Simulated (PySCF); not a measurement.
C₈H₁₀Ge, SMILES C=Cc1ccc[c]([GeH3])c1 at its GFN2-xTB optimised geometry (Å):

```
19

C     -1.7287    -2.4946     0.0027
C     -2.1849    -1.2481    -0.0005
C     -1.3891    -0.0257     0.0000
C     -2.0453     1.2066    -0.0009
C     -1.3330     2.3907    -0.0030
C      0.0499     2.3666    -0.0027
C      0.7314     1.1547     0.0000
Ge     2.6829     1.1114     0.0251
C      0.0050    -0.0257     0.0000
H     -2.4011    -3.3355     0.0022
H     -0.6791    -2.7335     0.0056
H     -3.2561    -1.0833    -0.0032
H     -3.1263     1.2309    -0.0023
H     -1.8579     3.3355    -0.0064
H      0.6105     3.2925    -0.0078
H      3.2239     1.1370     1.4205
H      3.1926    -0.1372    -0.6201
H      3.2561     2.2936    -0.6875
H      0.5435    -0.9635    -0.0034
```

Calculation: CAM-B3LYP/def2-SVP (PySCF 2.14.0). Cells within 0.4 Å of a nucleus heavier than hydrogen are left out (blank, or x).

Map of the log10 of the electron density (e/bohr³), floored at −4 on the plane z = 0.0 Å:

```
|00000000000000000000000000000|
|00000000000000000000000000000|
|00000001122111122100000000000|
|00000012344322333321000000000|
|00000023555434455432111100000|
|00000124677655677542222221000|
|00000134688766787643344432100|
|00001234678x77x87644455543100|
|0001234567xx88xx7545566653210|
|00023456788877887666677654210|
|001246778x8766788777898654210|
|00134688xx86567xx877xx9654210|
|0012457778876678x7779x8654210|
|00023456788877887666777653210|
|0002344567xx8xxx7555666653210|
|00124566778878x87544566543200|
|00135677888766787543445432100|
|00135788xx7655677542333321000|
|00134677xx7654555432122210000|
|00023456788765444321000000000|
|000123467xx876532100000000000|
|000013567xx887532000000000000|
|00001357887776431000000000000|
|00001356776554320000000000000|
|00001245554433210000000000000|
|00000123433221000000000000000|
|00000012221100000000000000000|
|00000000000000000000000000000|
|00000000000000000000000000000|
```
Scale: ten equal steps from -4.00 (start of '0') to 0.175 (end of '9'), in the order '0123456789'; x runs from -5.50 to 5.50, y from -5.50 (bottom) to 5.50 (top).
